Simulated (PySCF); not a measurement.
# Dipole response of Cu (copper, neutral)

[Ar] 3d10 4s1, 2S determinant. Computed with PySCF 2.14 in aug-cc-pVQZ-PP with ECP10MDF (7s7p6d4f3g2h, 135 functions), with scalar relativity through the core potential. Coupled (time-dependent) response in atomic units; α is the mean over directions.

```tsv
method	mean α (bohr³)	C₆ (like pair)	S(−4)
revPBE	42.88	271.0	1503
```

S(−4) is the Cauchy moment in α(ω) = α(0) + S(−4) ω² + …

Reference α: 46.5 ± 0.5 bohr³ (recommended; Schwerdtfeger and Nagle, table of static dipole polarizabilities (2023 update)). Published C₆: 253.0 (Chu and Dalgarno (2004); Tang, Norbeck and Certain (1976)).

α(iu) at revPBE:

| u (hartree) | α(iu) (bohr³) |
| --- | --- |
| 0 | 42.88 |
| 0.0500 | 39.47 |
| 0.100 | 32.21 |
| 0.200 | 19.75 |
| 0.300 | 13.04 |
| 0.500 | 7.380 |
| 0.750 | 4.715 |
| 1.00 | 3.415 |
| 1.50 | 2.113 |
| 2.00 | 1.471 |
| 3.00 | 0.8596 |
| 5.00 | 0.4160 |

A single London oscillator, α(iu) = α/(1 + u²/ω²), gives C₆ = (3/4) ω α². Matching the computed C₆ needs ω = 4 × 271.0 / (3 × 42.88²) = 0.197 hartree.

Energies and moments cover only the electrons outside the core potential.
